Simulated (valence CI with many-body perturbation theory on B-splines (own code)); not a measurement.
**Tb²⁵⁺: calculated level list**

Calculated by relativistic CI+MBPT: four valence electrons over a frozen Dirac-Fock core [Kr], a basis of 7 s, 7 p, 8 d, 6 f, 4 g, 1 h functions for each j, with the one-electron correlation potential Σ1 (screened to all orders), the two-electron term Σ2, the three-electron term Σ3, Breit, model QED; selected single and double excitations, second order for the rest, scaled by the run's own slope (own B-spline code, finite nucleus).

No measured spectrum was set against this ion. As an estimate, terms of the open shell hold to 2 to 4 % of their energy, and close levels can change places. The list stops below the first excitations out of the core.

Levels 1 to 34 of 34, with energies above the lowest level, (4d3/2^4) J=0. "Leading %" is the weight of the configuration and term that name the level; weights of strongly mixed levels are sums over their largest components and can fall short. In the jj column 3d3/2^4 stands for four electrons in 3d with j = 3/2. Lifetimes count E1, E2, E3, M1 and M2 decay at the calculated energies, and are blank where another channel may lead or the interval is too uncertain; long ones can be off by a factor of two.

```tsv
No.	Configuration	Term	J	E (eV)	Leading %	Second component	Lifetime	Leading jj
1	4d4	3P	0	0.000	52	39 % 4d4 5D		4d3/2^4 (93 %)
2	4d4	5D	1	5.713	70	29 % 4d4 3P	336 μs	4d3/2^3 4d5/2 (94 %)
3	4d4	5D	2	8.787	69	9 % 4d4 3D	1.97 ms	4d3/2^3 4d5/2 (66 %)
4	4d4	3F	4	9.638	31	20 % 4d4 3H		4d3/2^3 4d5/2 (92 %)
5	4d4	5D	3	10.160	48	22 % 4d4 3F	27.6 ms	4d3/2^3 4d5/2 (71 %)
6	4d4	5D	0	14.570	57	24 % 4d4 3P	71.4 μs	4d3/2^2 4d5/2^2 (91 %)
7	4d4	5D	4	15.274	43	41 % 4d4 3H	305 μs	4d3/2^2 4d5/2^2 (88 %)
8	4d4	3F	2	15.929	36	22 % 4d4 5D	132 μs	4d3/2^2 4d5/2^2 (72 %)
9	4d4	3G	3	16.037	50	34 % 4d4 5D	245 μs	4d3/2^2 4d5/2^2 (72 %)
10	4d4	3H	5	17.388	70	30 % 4d4 3G	483 μs	4d3/2^2 4d5/2^2 (99 %)
11	4d4	3P	1	18.044	54	29 % 4d4 3D	150 μs	4d3/2^2 4d5/2^2 (86 %)
12	4d4	3H	6	18.422	56	43 % 4d4 1I	186 ms	4d3/2^2 4d5/2^2 (97 %)
13	4d4	3G	4	19.621	61	33 % 4d4 1G	977 μs	4d3/2^2 4d5/2^2 (94 %)
14	4d4	3F	3	19.882	42	35 % 4d4 3D	278 μs	4d3/2^2 4d5/2^2 (88 %)
15	4d4	3D	2	19.952	39	30 % 4d4 3P	744 μs	4d3/2^2 4d5/2^2 (91 %)
16	4d4	3F	4	23.105	44	29 % 4d4 5D	128 μs	4d3/2 4d5/2^3 (57 %)
17	4d4	3F	2	23.547	38	31 % 4d4 3P	98.0 μs	4d3/2^2 4d5/2^2 (80 %)
18	4d4	3F	3	24.874	48	19 % 4d4 3G	77.4 μs	4d3/2 4d5/2^3 (90 %)
19	4d4	3F	4	26.278	45	38 % 4d4 1G	153 μs	4d3/2^2 4d5/2^2 (66 %)
20	4d4	3G	5	26.332	70	30 % 4d4 3H	171 μs	4d3/2 4d5/2^3 (99 %)
21	4d4	3D	1	26.356	67	22 % 4d4 3P	57.0 μs	4d3/2 4d5/2^3 (90 %)
22	4d4	1I	6	26.854	56	43 % 4d4 3H	182 μs	4d3/2 4d5/2^3 (97 %)
23	4d4	3P	2	27.380	59	20 % 4d4 3D	421 μs	4d3/2^2 4d5/2^2 (68 %)
24	4d4	1S	0	28.697	51	47 % 4d4 3P		4d3/2 4d5/2^3 (77 %)
25	4d4	3F	2	29.310	59	33 % 4d4 3P	83.9 μs	4d3/2 4d5/2^3 (66 %)
26	4d4	1F	3	29.581	42	32 % 4d4 3D		4d3/2 4d5/2^3 (93 %)
27	4d4	3F	3	33.509	69	28 % 4d4 1F		4d3/2 4d5/2^3 (98 %)
28	4d4	3P	1	33.612	94	4 % 4d4 3D	83.2 μs	4d3/2 4d5/2^3 (96 %)
29	4d4	1S	0	33.985	49	48 % 4d4 3P		4d3/2^2 4d5/2^2 (61 %)
30	4d4	1G	4	34.166	77	16 % 4d4 3F		4d3/2 4d5/2^3 (78 %)
31	4d4	1D	2	34.725	58	24 % 4d4 3P	96.4 μs	4d3/2 4d5/2^3 (52 %)
32	4d4	3F	4	36.114	53	22 % 4d4 1G	52.9 μs	4d5/2^4 (79 %)
33	4d4	1D	2	40.447	62	16 % 4d4 3D	50.9 μs	4d5/2^4 (57 %)
34	4d4	1S	0	48.339	70	28 % 4d4 3P	30.2 μs	4d5/2^4 (69 %)
```

The ionisation energy to 4d3 4F_3/2 of the next ion comes out as 867.59 eV (NIST: 866 ± 4 eV (theoretical)). All 34 levels together are meant to be complete up to 97.290 eV.
